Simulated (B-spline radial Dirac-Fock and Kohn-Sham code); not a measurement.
# Neutral niobium: differential elastic cross section for electrons at 10.4 keV

Model: relativistic (Dirac) partial waves in the static field of the Dirac-Fock atom with Furness-McCarthy exchange, without polarisation or absorption potentials. Program: a radial atomic solver.

```
θ (°)  dσ/dΩ (Å²/sr)  Sherman function
    0           91.0             0.000
   10          0.605             0.000
   20         0.0713             0.002
   30         0.0210             0.007
   40        0.00873             0.010
   50        0.00442             0.006
   60        0.00259            -0.005
   70        0.00170            -0.023
   80        0.00121            -0.043
   90       0.000917            -0.062
  100       0.000732            -0.077
  110       0.000611            -0.085
  120       0.000528            -0.086
  130       0.000471            -0.081
  140       0.000431            -0.071
  150       0.000404            -0.056
  160       0.000386            -0.039
  170       0.000376            -0.020
  180       0.000373             0.000
```

The total elastic cross section is 0.640 Å², the first transport cross section 0.0171 Å² and the second, weighted with (3/2) sin²θ, 0.0343 Å². The mean deflection is ⟨1 − cos θ⟩ = 0.0268, and 0.56 % of the collisions scatter beyond 90°.

Phase shifts modulo π (rad) for κ = −1 to −5: 0.927, -0.210, -0.910, -1.367, 1.457.

Values without a named source are computed, but for edge energies of neutral atoms, which are taken from tables.
